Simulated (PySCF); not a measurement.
NMR data simulated for an unnamed compound:

1H NMR (400 MHz, computed): δ 7.02 (m, 1H), 6.42 (m, 1H), 6.24 (m, 1H), 5.20 (m, 1H), 4.83 (m, 1H), 2.56 (m, 1H), 2.40 (m, 1H), 1.87 (m, 1H), 1.47 (m, 1H), 1.37 (m, 1H), 1.20 (m, 3H).

13C{1H} NMR (computed): δ 145.8 (CH), 143.3 (CH2), 95.4 (CH), 40.1 (CH), 24.1 (CH2), 23.9 (CH3), 10.3 (CH2).

No relativistic terms, fast rotation and ring inversion assumed for equivalent nuclei, in vacuum, a single conformation. PBE0/pcSseg-1 with gauge-including orbitals; geometry from GFN2-xTB; PySCF 2.14.

Chemical shifts δ = σref − σ; 1H and 13C vs TMS, all at this level.

**Question.** Which of these does the molecule contain: a Si–CH3 group, an amide, a vinyl group CH=CH2, an NH or NH2 group, a non-aromatic C=C double bond, a Si–H bond?

**Answer.** 
- A Si–CH3 group: no.
- An amide: no.
- A vinyl group CH=CH2: yes (δC 143.3, 145.8; δH 6.24 (m), 6.42 (m), 7.02 (m)).
- An NH or NH2 group: no.
- A non-aromatic C=C double bond: yes.
- A Si–H bond: yes (δH 5.20 (m)).

The data belong to SMILES C=C[Si@@H]1CC[C@@H]1[C@@H](C)F, C7H13FSi; they needn't prove each group on their own.

Carbon signals by region: 2 in the sp2 and nitrile region (100–160 ppm), 1 at 50–100 ppm, 4 below 50 ppm.

Splittings by 19F in the carbon and heteronuclear signals aren't shown, as no couplings were computed. Shifts are as computed. Against solution values, carbons near 30 ppm lie about +3 ppm off and those near 130 ppm about +5 ppm. Of 1309 compounds with measured shifts, 239 miss one by over three times the rms of a fit or turn the order of signals round; such compounds aren't used in these exercises. No couplings were computed; multiplicities are counted from neighbouring protons, with m where these are inequivalent, close in shift, in a saturated or five-membered ring or joined by F or P, and br s for small geminal =CH2 splittings.
